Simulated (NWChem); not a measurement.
System meant: B2, triplet; SMILES [B][B]

The following NWChem deck was run.

```
start job
memory heap 200 mb stack 700 mb global 900 mb
geometry units angstroms noautoz
  B      0.000000     0.000000    -0.812772
  B      0.000000     0.000000     0.812772
end
basis spherical
  B library def2-svp
end
dft
  odft
  mult 3
  xc pbe0
  iterations 4
  mulliken
end
task dft energy
```

End of the output:

```
     --------------------------
     Expectation value of S2:
     --------------------------
      <S2> =      2.0061 (Exact =     2.0000)

 center of mass
 --------------
 x =   0.00000000 y =   0.00000000 z =   0.00000000

 moments of inertia (a.u.)
 ------------------
          51.942785492407           0.000000000000           0.000000000000
           0.000000000000          51.942785492407           0.000000000000
           0.000000000000           0.000000000000           0.000000000000

     Multipole analysis of the density
     ---------------------------------

     L   x y z        total         alpha         beta         nuclear
     -   - - -        -----         -----         ----         -------
     0   0 0 0     -0.000000     -6.000000     -4.000000     10.000000

     1   1 0 0      0.000000      0.000000     -0.000000      0.000000
     1   0 1 0     -0.000000     -0.000000     -0.000000      0.000000
     1   0 0 1      0.000000      0.000000      0.000000      0.000000

     2   2 0 0    -10.030579     -7.284107     -2.746472      0.000000
     2   1 1 0     -0.000000     -0.000000     -0.000000      0.000000
     2   1 0 1     -0.000000     -0.000000      0.000000      0.000000
     2   0 2 0    -10.030579     -7.284107     -2.746472      0.000000
     2   0 1 1     -0.000000     -0.000000      0.000000      0.000000
     2   0 0 2     -9.349584    -18.924129    -14.015845     23.590391

 ------------------------------------------------------------------------
 dft energy failed                                                                                  0
 ------------------------------------------------------------------------
 ------------------------------------------------------------------------
  current input line :
    17: task dft energy
 ------------------------------------------------------------------------
 ------------------------------------------------------------------------
 This type of error is most commonly associated with calculations not reaching convergence criteria
 ------------------------------------------------------------------------
 For more information see the NWChem manual at https://nwchemgit.github.io

0:dft energy failed:Received an Error in Communication
```

**Question.** What is wrong, and how is it mended?

**Answer.** The run did not converge; its last values are not results. Cause: the SCF was allowed too few iterations. This input runs:
```
start job
memory heap 200 mb stack 700 mb global 900 mb
geometry units angstroms noautoz
  B      0.000000     0.000000    -0.812772
  B      0.000000     0.000000     0.812772
end
basis spherical
  B library def2-svp
end
dft
  odft
  mult 3
  xc pbe0
  iterations 150
  mulliken
end
task dft energy
```
It converges to -49.28547 Ha (PBE0/def2-SVP, spin-unrestricted).
